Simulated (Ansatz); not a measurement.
`N=C([SiH3])I`. Charge 0, multiplicity 1. I takes the def2 core potential. All single points use the PBE0-D4/def2-TZVP geometry. It is one conformer, not always the lowest.

```xyz
8

N    -0.809    1.229   -1.187
C     0.022    0.805   -0.358
Si    0.156   -0.864    0.521
I     1.611    2.127    0.231
H    -1.522    0.527   -1.401
H     0.071   -0.637    1.982
H     1.451   -1.486    0.162
H    -0.980   -1.702    0.050
```

**Question.** What is the dipole moment at B3LYP/def2-TZVPP? (An estimate is asked.)

**Answer.** Ansatz gave: 2.55 D, with components (-0.85, -2.36, 0.45) D in this frame, pointing from negative to positive charge.

**Question.** And with PBE, r2SCAN, ωB97M-V? (Best estimate.)

**Answer.** Ansatz gave: PBE 2.40 D, r2SCAN 2.57 D, ωB97M-V 2.61 D.

**Question.** Give the Mulliken charges with B3LYP, r2SCAN, ωB97M-V in def2-TZVPP. (Best estimate.)

**Answer.** Computed: 
```csv
atom,B3LYP,r2SCAN,ωB97M-V
N1,-0.17,-0.22,-0.16
C2,-0.06,-0.01,-0.08
Si3,0.24,0.26,0.14
I4,-0.04,-0.07,-0.03
H5,0.16,0.18,0.14
H6,-0.03,-0.04,0.01
H7,-0.03,-0.04,0.01
H8,-0.06,-0.07,-0.02
```

B3LYP here is the variant with VWN-RPA as its local correlation; programs differ in this.
